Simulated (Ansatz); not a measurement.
FeGe10. Total charge 0; singlet. Geometry PBE-D4/def2-SVP.

```tsv
atom	x (Å)	y (Å)	z (Å)
Fe1	-0.510	0.317	-0.215
Ge2	-1.536	-1.496	1.226
Ge3	-1.307	0.907	2.409
Ge4	0.691	-1.839	0.054
Ge5	0.885	-0.274	2.175
Ge6	2.752	-1.533	-1.502
Ge7	0.716	-0.183	-2.174
Ge8	2.148	0.523	0.103
Ge9	-2.774	0.204	-0.490
Ge10	-1.318	1.113	-2.379
Ge11	0.254	2.261	0.792
```

Single mean-field runs in def2-TZVP are fitted with def2-universal-jkfit. The restricted singlet is unstable towards broken spin symmetry in Hartree–Fock (as tested in another run); at HF/STO-3G, PBE-D4/def2-TZVP, r2SCAN-D4/def2-TZVP, PBE0-D4/def2-SVP and others this wasn't settled. Another isomer (singlet) lies 0.77 eV lower at PBE0-D4/def2-TZVP; other spin states weren't run for this one.

Q: Estimate the orbital energies around the gap (eV) in Ansatz with HF/STO-3G, PBE-D4/def2-TZVP, r2SCAN-D4/def2-TZVP, PBE0-D4/def2-SVP, BHLYP-D4/def2-TZVP.

A: 
```tsv
orbital	HF/STO-3G	PBE-D4/def2-TZVP	r2SCAN-D4/def2-TZVP	PBE0-D4/def2-SVP	BHLYP-D4/def2-TZVP
HOMO−13	-9.26	-7.40	-7.76	-8.53	-9.80
HOMO−12	-8.69	-7.13	-7.47	-8.23	-9.48
HOMO−11	-7.99	-7.06	-7.38	-8.13	-8.90
HOMO−10	-7.91	-6.68	-6.99	-7.71	-8.81
HOMO−9	-7.20	-6.44	-6.71	-7.46	-8.29
HOMO−8	-7.06	-6.31	-6.62	-7.37	-8.16
HOMO−7	-6.60	-6.25	-6.50	-7.34	-7.95
HOMO−6	-6.54	-5.99	-6.31	-7.05	-7.72
HOMO−5	-5.54	-5.87	-6.18	-6.95	-7.48
HOMO−4	-5.21	-5.76	-6.05	-6.72	-7.22
HOMO−3	-5.02	-5.58	-5.84	-6.66	-7.09
HOMO−2	-4.85	-5.32	-5.60	-6.22	-6.71
HOMO−1	-4.12	-5.24	-5.50	-6.12	-6.52
HOMO	-2.98	-4.81	-5.04	-5.83	-6.41
LUMO	2.91	-4.33	-4.41	-3.67	-2.35
LUMO+1	3.54	-3.54	-3.63	-3.10	-2.26
LUMO+2	3.68	-3.46	-3.52	-2.96	-2.03
LUMO+3	4.37	-3.15	-3.20	-2.68	-1.87
LUMO+4	4.62	-2.95	-3.00	-2.46	-1.67
LUMO+5	5.61	-2.61	-2.61	-2.08	-1.27
```
